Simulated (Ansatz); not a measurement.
A short molecular-dynamics run on FH3NPZn (`N[PH][Zn][F]`).

```yaml
crystal:
  periodic: [false, false, false]
  atoms:
    - {symbol: N, position_ang: [-0.431991, 1.363751, -0.293802]}
    - {symbol: P, position_ang: [0.441327, 0.462493, 0.872908]}
    - {symbol: Zn, position_ang: [0.182854, -1.736574, 0.329316]}
    - {symbol: F, position_ang: [-0.101977, -3.435776, -0.047572]}
    - {symbol: H, position_ang: [-1.285907, 1.762120, 0.062635]}
    - {symbol: H, position_ang: [-0.547979, 1.027342, -1.235538]}
    - {symbol: H, position_ang: [1.743684, 0.556654, 0.312053]}
basis:
  gaussian: {orbitals: "6-31G*"}
hamiltonian: {xc: {name: PBE}}
md: {timestep: 0.5 fs, n_steps: 20, ensemble: nvt_nose_hoover, temperature: 1000, initial_velocities: maxwell_boltzmann, seed: 584}
```

```sh
$ ansatz run in.yaml --threads 2 --pin off --events-out ev --progress --plain --max-ram 4352MiB
```

| step | time (fs) | potential energy (eV) | kinetic (eV) | T (K) | conserved (eV) |
| --- | --- | --- | --- | --- | --- |
| 0 | 0.0 | -61939.4622 | 0.6463 | 1000 | -61938.8159 |
| 1 | 0.5 | -61939.4290 | 0.6136 | 949 | -61938.8154 |
| 2 | 1.0 | -61939.3624 | 0.5491 | 850 | -61938.8133 |
| 3 | 1.5 | -61939.2967 | 0.4860 | 752 | -61938.8108 |
| 4 | 2.0 | -61939.2698 | 0.4597 | 711 | -61938.8101 |
| 5 | 2.5 | -61939.2921 | 0.4803 | 743 | -61938.8118 |
| 6 | 3.0 | -61939.3377 | 0.5234 | 810 | -61938.8143 |
| 7 | 3.5 | -61939.3681 | 0.5526 | 855 | -61938.8156 |
| 8 | 4.0 | -61939.3606 | 0.5454 | 844 | -61938.8154 |
| 9 | 4.5 | -61939.3160 | 0.5019 | 777 | -61938.8142 |
| 10 | 5.0 | -61939.2496 | 0.4369 | 676 | -61938.8129 |
| 11 | 5.5 | -61939.1805 | 0.3688 | 571 | -61938.8119 |
| 12 | 6.0 | -61939.1242 | 0.3132 | 485 | -61938.8113 |
| 13 | 6.5 | -61939.0908 | 0.2801 | 433 | -61938.8110 |
| 14 | 7.0 | -61939.0841 | 0.2733 | 423 | -61938.8111 |
| 15 | 7.5 | -61939.1028 | 0.2917 | 451 | -61938.8115 |
| 16 | 8.0 | -61939.1401 | 0.3283 | 508 | -61938.8123 |
| 17 | 8.5 | -61939.1842 | 0.3714 | 575 | -61938.8134 |
| 18 | 9.0 | -61939.2185 | 0.4045 | 626 | -61938.8147 |
| 19 | 9.5 | -61939.2245 | 0.4097 | 634 | -61938.8157 |
| 20 | 10.0 | -61939.1900 | 0.3755 | 581 | -61938.8155 |

Velocities are drawn at the set temperature; a run this short doesn't reach equilibrium.

Frames (Å, forces in eV/Å):

```xyz
7
time=0.0 fs
N    -0.432    1.364   -0.294    0.237    0.424   -0.119
P     0.441    0.462    0.873   -0.028   -0.877    0.429
Zn    0.183   -1.737    0.329   -0.074   -0.479    0.021
F    -0.102   -3.436   -0.048    0.106    0.789    0.156
H    -1.286    1.762    0.063   -0.465    0.181    0.191
H    -0.548    1.027   -1.236   -0.096   -0.161   -0.552
H     1.744    0.557    0.312    0.319    0.123   -0.126
7
time=0.5 fs
N    -0.433    1.361   -0.294    1.322   -0.150   -0.704
P     0.441    0.465    0.873    0.174   -0.896    0.308
Zn    0.183   -1.738    0.330   -0.034   -0.368    0.028
F    -0.103   -3.433   -0.050    0.093    0.723    0.146
H    -1.256    1.754    0.060   -1.707    0.828    0.756
H    -0.565    1.041   -1.241    0.005   -0.201   -0.492
H     1.755    0.578    0.317    0.147    0.065   -0.043
7
time=1.0 fs
N    -0.434    1.358   -0.295    2.347   -0.740   -1.362
P     0.441    0.468    0.872    0.376   -0.911    0.193
Zn    0.183   -1.740    0.332    0.007   -0.254    0.037
F    -0.103   -3.430   -0.053    0.078    0.653    0.135
H    -1.230    1.748    0.060   -2.888    1.469    1.323
H    -0.583    1.055   -1.248    0.107   -0.220   -0.363
H     1.766    0.599    0.322   -0.028    0.002    0.038
7
time=1.5 fs
N    -0.434    1.355   -0.296    2.999   -1.172   -1.926
P     0.442    0.471    0.872    0.570   -0.924    0.088
Zn    0.183   -1.742    0.333    0.049   -0.139    0.047
F    -0.104   -3.428   -0.056    0.063    0.580    0.122
H    -1.210    1.746    0.062   -3.692    1.944    1.742
H    -0.600    1.068   -1.255    0.205   -0.224   -0.186
H     1.777    0.620    0.327   -0.194   -0.064    0.112
7
time=2.0 fs
N    -0.434    1.352   -0.297    3.004   -1.278   -2.219
P     0.442    0.473    0.872    0.747   -0.938   -0.002
Zn    0.183   -1.744    0.334    0.092   -0.023    0.059
F    -0.105   -3.425   -0.059    0.047    0.503    0.108
H    -1.200    1.748    0.069   -3.841    2.090    1.863
H    -0.616    1.080   -1.264    0.297   -0.225    0.015
H     1.788    0.641    0.332   -0.345   -0.131    0.176
7
time=2.5 fs
N    -0.433    1.349   -0.299    2.315   -0.996   -2.161
P     0.442    0.476    0.872    0.902   -0.953   -0.074
Zn    0.183   -1.746    0.335    0.135    0.095    0.073
F    -0.106   -3.422   -0.061    0.029    0.422    0.093
H    -1.199    1.755    0.080   -3.284    1.856    1.626
H    -0.632    1.092   -1.272    0.378   -0.227    0.214
H     1.798    0.661    0.338   -0.475   -0.197    0.229
7
time=3.0 fs
N    -0.432    1.345   -0.301    1.155   -0.415   -1.810
P     0.442    0.478    0.872    1.030   -0.969   -0.129
Zn    0.183   -1.748    0.336    0.178    0.214    0.089
F    -0.106   -3.419   -0.064    0.011    0.339    0.077
H    -1.205    1.767    0.095   -2.241    1.328    1.112
H    -0.647    1.103   -1.279    0.448   -0.236    0.394
H     1.807    0.682    0.344   -0.581   -0.261    0.268
7
time=3.5 fs
N    -0.431    1.341   -0.304   -0.141    0.295   -1.303
P     0.442    0.481    0.871    1.127   -0.984   -0.169
Zn    0.183   -1.750    0.337    0.221    0.334    0.105
F    -0.107   -3.416   -0.067   -0.008    0.252    0.059
H    -1.217    1.782    0.113   -1.041    0.676    0.474
H    -0.661    1.114   -1.286    0.503   -0.253    0.539
H     1.815    0.701    0.351   -0.662   -0.321    0.295
7
time=4.0 fs
N    -0.430    1.338   -0.306   -1.308    0.984   -0.768
P     0.443    0.483    0.871    1.190   -0.997   -0.196
Zn    0.183   -1.752    0.338    0.263    0.455    0.123
F    -0.108   -3.413   -0.069   -0.027    0.164    0.040
H    -1.232    1.799    0.131    0.054    0.046   -0.148
H    -0.673    1.124   -1.291    0.544   -0.277    0.641
H     1.820    0.720    0.359   -0.717   -0.375    0.309
7
time=4.5 fs
N    -0.429    1.334   -0.309   -2.220    1.567   -0.276
P     0.443    0.485    0.871    1.220   -1.007   -0.212
Zn    0.183   -1.754    0.339    0.304    0.576    0.140
F    -0.108   -3.410   -0.072   -0.047    0.074    0.021
H    -1.246    1.815    0.150    0.921   -0.481   -0.675
H    -0.685    1.134   -1.295    0.568   -0.307    0.691
H     1.825    0.738    0.367   -0.746   -0.422    0.311
7
time=5.0 fs
N    -0.428    1.331   -0.312   -2.860    2.020    0.156
P     0.444    0.487    0.870    1.217   -1.015   -0.221
Zn    0.183   -1.756    0.341    0.344    0.697    0.158
F    -0.109   -3.406   -0.075   -0.066   -0.016    0.001
H    -1.258    1.831    0.167    1.539   -0.880   -1.082
H    -0.695    1.142   -1.297    0.577   -0.344    0.686
H     1.827    0.755    0.376   -0.751   -0.461    0.301
7
time=5.5 fs
N    -0.428    1.329   -0.314   -3.259    2.347    0.535
P     0.445    0.489    0.870    1.183   -1.022   -0.223
Zn    0.183   -1.758    0.342    0.382    0.818    0.176
F    -0.110   -3.403   -0.078   -0.086   -0.107   -0.019
H    -1.267    1.844    0.181    1.940   -1.158   -1.373
H    -0.703    1.150   -1.297    0.570   -0.385    0.623
H     1.828    0.771    0.386   -0.730   -0.493    0.281
7
time=6.0 fs
N    -0.429    1.326   -0.317   -3.460    2.567    0.873
P     0.446    0.491    0.870    1.120   -1.030   -0.220
Zn    0.184   -1.759    0.343    0.418    0.940    0.194
F    -0.110   -3.400   -0.080   -0.105   -0.198   -0.040
H    -1.271    1.854    0.192    2.164   -1.333   -1.565
H    -0.710    1.157   -1.296    0.548   -0.430    0.506
H     1.827    0.785    0.396   -0.685   -0.516    0.252
7
time=6.5 fs
N    -0.430    1.324   -0.320   -3.499    2.692    1.177
P     0.447    0.493    0.870    1.027   -1.039   -0.212
Zn    0.184   -1.761    0.344    0.453    1.060    0.212
F    -0.111   -3.397   -0.083   -0.124   -0.288   -0.060
H    -1.269    1.862    0.199    2.244   -1.418   -1.669
H    -0.716    1.163   -1.294    0.514   -0.477    0.340
H     1.824    0.798    0.407   -0.616   -0.530    0.213
7
time=7.0 fs
N    -0.431    1.323   -0.322   -3.399    2.730    1.440
P     0.447    0.495    0.869    0.908   -1.051   -0.198
Zn    0.184   -1.763    0.345    0.487    1.180    0.230
F    -0.112   -3.394   -0.086   -0.143   -0.377   -0.081
H    -1.263    1.866    0.203    2.199   -1.421   -1.694
H    -0.721    1.168   -1.291    0.471   -0.524    0.137
H     1.819    0.811    0.419   -0.522   -0.535    0.166
7
time=7.5 fs
N    -0.434    1.322   -0.324   -3.167    2.674    1.640
P     0.449    0.497    0.869    0.762   -1.068   -0.180
Zn    0.184   -1.765    0.346    0.518    1.298    0.248
F    -0.113   -3.391   -0.088   -0.161   -0.465   -0.102
H    -1.251    1.866    0.202    2.029   -1.339   -1.633
H    -0.724    1.172   -1.287    0.424   -0.569   -0.084
H     1.814    0.821    0.431   -0.405   -0.531    0.111
7
time=8.0 fs
N    -0.436    1.321   -0.326   -2.792    2.509    1.740
P     0.450    0.498    0.868    0.592   -1.090   -0.157
Zn    0.184   -1.766    0.348    0.548    1.413    0.267
F    -0.113   -3.388   -0.091   -0.179   -0.549   -0.123
H    -1.234    1.864    0.197    1.719   -1.157   -1.476
H    -0.727    1.174   -1.284    0.379   -0.608   -0.301
H     1.807    0.831    0.443   -0.267   -0.518    0.050
7
time=8.5 fs
N    -0.440    1.321   -0.327   -2.254    2.207    1.690
P     0.451    0.500    0.868    0.400   -1.117   -0.130
Zn    0.184   -1.768    0.349    0.576    1.526    0.286
F    -0.114   -3.385   -0.094   -0.196   -0.631   -0.143
H    -1.213    1.859    0.189    1.241   -0.850   -1.199
H    -0.729    1.175   -1.282    0.344   -0.638   -0.487
H     1.800    0.839    0.455   -0.110   -0.495   -0.016
7
time=9.0 fs
N    -0.443    1.321   -0.328   -1.526    1.733    1.441
P     0.452    0.501    0.868    0.189   -1.149   -0.100
Zn    0.185   -1.770    0.350    0.601    1.634    0.304
F    -0.115   -3.383   -0.097   -0.212   -0.709   -0.162
H    -1.189    1.851    0.178    0.564   -0.391   -0.779
H    -0.729    1.174   -1.280    0.322   -0.654   -0.617
H     1.793    0.846    0.468    0.062   -0.464   -0.086
7
time=9.5 fs
N    -0.447    1.322   -0.329   -0.595    1.067    0.958
P     0.453    0.503    0.867   -0.034   -1.182   -0.068
Zn    0.185   -1.771    0.351    0.624    1.739    0.322
F    -0.116   -3.380   -0.099   -0.227   -0.783   -0.181
H    -1.164    1.843    0.165   -0.325    0.239   -0.202
H    -0.730    1.172   -1.281    0.316   -0.653   -0.671
H     1.786    0.852    0.480    0.241   -0.427   -0.157
7
time=10.0 fs
N    -0.451    1.323   -0.330    0.496    0.226    0.261
P     0.454    0.504    0.867   -0.263   -1.214   -0.035
Zn    0.185   -1.772    0.352    0.645    1.837    0.339
F    -0.117   -3.377   -0.102   -0.241   -0.852   -0.200
H    -1.139    1.835    0.151   -1.380    1.018    0.504
H    -0.729    1.168   -1.282    0.325   -0.630   -0.641
H     1.779    0.857    0.492    0.419   -0.384   -0.227
```

Hardware: 2 threads of an Arm Neoverse V1 on a shared host. Wall time 39 s, peak host memory 0.43 GiB.
